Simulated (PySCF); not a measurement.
# Electron correlation in Pb²⁺ (lead, charge +2)

Starting occupation: [Xe] 4f14 5d10 6s2. Computed with PySCF 2.14 in x2c-TZVPPall-2c with one added diffuse shell each of s, p, d, f type (12s12p10d4f, 126 functions), with X2C-1e with screened-nucleus spin-orbit coupling, Gaussian nucleus. Frozen: [Kr] 4d10 4f14; 20 electrons correlated; the 40 highest virtual spinors left out.

MP2 pair energies summed by pair of shells (mhartree):

```json
{"pair": "5d3/2-5d5/2", "energy": "-110.06", "share (%)": "22.9"}
{"pair": "5d5/2-5d5/2", "energy": "-78.76", "share (%)": "16.4"}
{"pair": "5d5/2-6s1/2", "energy": "-61.16", "share (%)": "12.7"}
{"pair": "5d3/2-6s1/2", "energy": "-39.39", "share (%)": "8.2"}
{"pair": "5d3/2-5d3/2", "energy": "-32.84", "share (%)": "6.8"}
{"pair": "5d5/2-5p3/2", "energy": "-30.38", "share (%)": "6.3"}
{"pair": "5d3/2-5p3/2", "energy": "-21.44", "share (%)": "4.5"}
{"pair": "6s1/2-6s1/2", "energy": "-20.50", "share (%)": "4.3"}
{"pair": "5d5/2-5p1/2", "energy": "-14.45", "share (%)": "3.0"}
{"pair": "5p3/2-5p3/2", "energy": "-10.50", "share (%)": "2.2"}
{"pair": "5p1/2-5p3/2", "energy": "-9.72", "share (%)": "2.0"}
{"pair": "5d3/2-5p1/2", "energy": "-9.43", "share (%)": "2.0"}
{"pair": "5d5/2-5s1/2", "energy": "-8.69", "share (%)": "1.8"}
{"pair": "5p3/2-6s1/2", "energy": "-8.05", "share (%)": "1.7"}
{"pair": "5p3/2-5s1/2", "energy": "-7.09", "share (%)": "1.5"}
{"pair": "5d3/2-5s1/2", "energy": "-5.88", "share (%)": "1.2"}
{"pair": "5p1/2-5s1/2", "energy": "-3.48", "share (%)": "0.7"}
{"pair": "5p1/2-6s1/2", "energy": "-2.99", "share (%)": "0.6"}
{"pair": "5p1/2-5p1/2", "energy": "-2.53", "share (%)": "0.5"}
{"pair": "5s1/2-5s1/2", "energy": "-1.97", "share (%)": "0.4"}
{"pair": "5s1/2-6s1/2", "energy": "-0.99", "share (%)": "0.2"}
```

Total MP2 correlation energy: -480.30 mhartree.

The virtual space was cut to 110 spinors, which keep -478.95 of the -480.30 mhartree of MP2 correlation.

```json
{"level": "CCSD", "correlation energy (mhartree)": "-447.22"}
```

Diagnostics: T1 = 0.0074, largest double amplitude 0.075.

Cost of the coupled-cluster step: 490 s of wall time on 4 threads of Neoverse-V1 (shared host), for 20 occupied and 110 virtual spinors.

Iterations:

```
Init t2, MP2 energy = -0.478953741875876
CCSD nocc = 20, nmo = 130
Init t2, MP2 energy = -0.478953741875876
Init E_corr(GCCSD) = -0.478953741875876
cycle = 1  E_corr(GCCSD) = -0.435475481871086  dE = 0.04347826  norm(t1,t2) = 0.0594457
cycle = 2  E_corr(GCCSD) = -0.447624188887305  dE = -0.012148707  norm(t1,t2) = 0.0139578
cycle = 3  E_corr(GCCSD) = -0.446611642506543  dE = 0.00101254638  norm(t1,t2) = 0.00445556
cycle = 4  E_corr(GCCSD) = -0.447207893969211  dE = -0.000596251463  norm(t1,t2) = 0.00147123
cycle = 5  E_corr(GCCSD) = -0.447231190844937  dE = -2.32968757e-05  norm(t1,t2) = 0.000163586
cycle = 6  E_corr(GCCSD) = -0.447219678948868  dE = 1.15118961e-05  norm(t1,t2) = 5.15952e-05
cycle = 7  E_corr(GCCSD) = -0.447220895259581  dE = -1.21631071e-06  norm(t1,t2) = 8.33493e-06
cycle = 8  E_corr(GCCSD) = -0.447221152503711  dE = -2.5724413e-07  norm(t1,t2) = 1.2833e-06
cycle = 9  E_corr(GCCSD) = -0.447221071061039  dE = 8.14426716e-08  norm(t1,t2) = 2.92743e-07
cycle = 10  E_corr(GCCSD) = -0.447221077560382  dE = -6.49934245e-09  norm(t1,t2) = 7.17976e-08
GCCSD converged
E(GCCSD) = -20903.19637275783  E_corr = -0.4472210775603819
```

This basis was not built for core-valence correlation, so the inner-shell part is incomplete.
